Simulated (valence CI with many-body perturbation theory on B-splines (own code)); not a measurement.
**Lu XL: calculated level list**

Method: valence CI with perturbative core correlation (CI+MBPT): four valence electrons over a frozen Dirac-Fock core [Ar] 3d10, radial functions for each j: 11 s, 11 p, 10 d, 8 f, 5 g, 2 h, with the one-electron correlation potential Σ1 (screened to all orders), the two-electron term Σ2, the three-electron term Σ3, Breit, model QED; selected single and double excitations, second order for the rest, scaled by the run's own slope (own B-spline code, finite nucleus).

No measured spectrum was set against this ion. As an estimate, large intervals hold to a few tenths of a per cent, small ones and those within an open d or f shell to about a per cent. Among the levels kept, up to 380 cm⁻¹ of a level comes from second order outside the variational space, and about a tenth of that is noise between levels of different J, which matters for small intervals.

Levels 91 to 135 of 189, with energies above the lowest level, (4s^2 4p1/2^2) J=0. "Leading %" is the weight of the configuration and term that name the level; weights of strongly mixed levels are sums over their largest components and can fall short. In the jj column 3d3/2^4 stands for four electrons in 3d with j = 3/2.

```tsv
No.	Configuration	Term	J	E (Ry)	Leading %	Second component	Leading jj	g
91	4s4p²4d	³P	0	35.378	57	11 % 4s²4d² ³P	4s 4p3/2^2 4d3/2 (67 %)	
92	4s²4p4f	³F	4	35.380	23	20 % 4s²4p4f ¹G	4s^2 4p3/2 4f7/2 (39 %)	1.162
93	4s4p²4d	³D	2	35.448	19	17 % 4s4p²4d ¹D	4s 4p3/2^2 4d3/2 (37 %)	1.133
94	4p³4d	³P°	0	35.466	55	27 % 4p³4d ⁵D°	4p1/2^2 4p3/2 4d3/2 (93 %)	
95	4p³4d	³D°	1	35.624	29	28 % 4p³4d ⁵D°	4p1/2^2 4p3/2 4d3/2 (93 %)	1.151
96	4s4p²4d	³P	1	35.633	36	29 % 4s4p²4d ¹P	4s 4p3/2^2 4d5/2 (73 %)	1.327
97	4s²4p4f	³G	5	35.698	83	11 % 4s4p²4d ³G	4s^2 4p3/2 4f7/2 (83 %)	1.207
98	4s4p²4d	³D	3	35.728	48	18 % 4s4p²4d ¹F	4s 4p3/2^2 4d5/2 (78 %)	1.217
99	4s4p²4f	⁵G°	2	35.837	39	29 % 4s4p²4f ³F°	4s 4p1/2^2 4f5/2 (88 %)	0.613
100	4s²4d²	³F	4	36.006	41	13 % 4s4p²4d ³F	4s^2 4d5/2^2 (24 %)	1.209
101	4s4p²4d	³D	3	36.054	71	8 % 4s4p²4d ¹F	4s 4p3/2^2 4d5/2 (93 %)	1.266
102	4s4p²4f	³F°	3	36.083	24	23 % 4s4p²4f ⁵G°	4s 4p1/2^2 4f5/2 (44 %)	1.075
103	4s4p²4f	³F°	4	36.108	21	18 % 4s4p²4f ⁵D°	4s 4p1/2^2 4f7/2 (74 %)	1.280
104	4s4p²4d	¹D	2	36.127	23	16 % 4s²4p4f ¹D	4s 4p3/2^2 4d5/2 (32 %)	1.119
105	4s4p²4d	³F	4	36.222	36	18 % 4s²4p4f ³G	4s 4p3/2^2 4d5/2 (52 %)	1.132
106	4s4p²4d	¹D	2	36.310	20	14 % 4s²4p4f ³F	4s 4p3/2^2 4d3/2 (54 %)	0.995
107	4s²4p4f	³D	1	36.319	40	30 % 4s4p²4d ³D	4s 4p3/2^2 4d3/2 (52 %)	0.711
108	4s²4p4f	³F	3	36.355	18	18 % 4s4p²4d ¹F	4s 4p3/2^2 4d3/2 (54 %)	1.012
109	4p³4d	³D°	3	36.421	14	14 % 4s4p²4f ³G°	4s 4p1/2^2 4f7/2 (37 %)	1.135
110	4p³4d	³F°	4	36.718	32	19 % 4p³4d ⁵D°	4p1/2^2 4p3/2 4d5/2 (70 %)	1.249
111	4s4p²4d	¹D	2	36.830	25	14 % 4s²4d² ¹D	4s 4p3/2^2 4d5/2 (53 %)	1.110
112	4s²4d²	¹S	0	36.844	60	21 % 4s²4d² ³P	4s^2 4d5/2^2 (79 %)	
113	4p³4d	³D°	2	36.864	34	21 % 4p³4d ³P°	4p1/2^2 4p3/2 4d5/2 (88 %)	1.263
114	4s4p²4d	³P	2	37.022	12	11 % 4s4p²4d ³D	4s 4p3/2^2 4d5/2 (63 %)	1.226
115	4s²4d²	¹G	4	37.042	29	24 % 4s²4p4f ¹G	4s^2 4p3/2 4f7/2 (28 %)	1.088
116	4s4p²4d	³P	1	37.238	32	31 % 4s4p²4d ¹P	4s 4p3/2^2 4d5/2 (83 %)	1.041
117	4s4p²4d	¹F	3	37.275	24	21 % 4s4p²4d ³D	4s 4p3/2^2 4d5/2 (66 %)	1.188
118	4p³4d	³D°	1	37.771	39	18 % 4p³4d ¹P°	4p1/2^2 4p3/2 4d5/2 (87 %)	1.012
119	4p³4d	¹F°	3	37.878	15	13 % 4p³4d ³G°	4p1/2^2 4p3/2 4d5/2 (52 %)	1.063
120	4s4p²4d	¹D	2	37.938	30	14 % 4s4p²4d ³P	4s 4p3/2^2 4d5/2 (71 %)	1.022
121	4s4p4d²	⁵G°	2	38.059	63	24 % 4s4p4d² ³F°	4s 4p1/2 4d3/2^2 (87 %)	0.492
122	4p⁴	³P	0	38.442	37	23 % 4p⁴ ¹S	4p3/2^4 (60 %)	
123	4s4p4d²	⁵G°	3	38.534	43	18 % 4s4p4d² ³F°	4s 4p1/2 4d3/2^2 (75 %)	0.999
124	4s4p4d²	⁵D°	0	39.084	60	29 % 4s4p4d² ³P°	4s 4p1/2 4d3/2^2 (83 %)	
125	4s4p4d²	⁵G°	3	39.364	20	11 % 4s4p4d² ⁵F°	4s 4p1/2 4d3/2 4d5/2 (68 %)	1.107
126	4s4p4d²	⁵D°	2	39.420	18	18 % 4s4p4d² ⁵F°	4s 4p1/2 4d3/2 4d5/2 (70 %)	1.064
127	4s4p4d²	⁵G°	4	39.437	35	10 % 4s4p4d² ³H°	4s 4p1/2 4d3/2 4d5/2 (78 %)	1.103
128	4s4p4d²	⁵D°	1	39.438	42	18 % 4s4p4d² ⁵F°	4s 4p1/2 4d3/2^2 (68 %)	1.085
129	4s4p4d²	⁵F°	1	39.497	32	19 % 4s4p4d² ³D°	4s 4p1/2 4d3/2^2 (83 %)	0.783
130	4s4p4d²	⁵F°	2	39.691	16	12 % 4s4p4d² ³P°	4s 4p1/2 4d3/2^2 (71 %)	1.176
131	4s4p4d²	⁵P°	1	39.706	30	20 % 4s4p4d² ⁵D°	4s 4p1/2 4d3/2 4d5/2 (65 %)	1.555
132	4s4p4d²	³H°	5	39.882	22	20 % 4s4p4d² ³G°	4s 4p1/2 4d3/2 4d5/2 (74 %)	1.139
133	4s4p4d²	³H°	4	39.890	21	12 % 4s4p4d² ⁵G°	4s 4p1/2 4d3/2 4d5/2 (58 %)	1.029
134	4p³4d	⁵D°	1	39.961	20	19 % 4s4p4d² ⁵P°	4s 4p1/2 4d3/2 4d5/2 (49 %)	1.341
135	4p³4d	⁵D°	0	40.003	30	20 % 4p³4d ¹S°	4p1/2 4p3/2^2 4d3/2 (46 %)
```

Where two levels of one J and parity lie close, their mixing, g and order are uncertain.
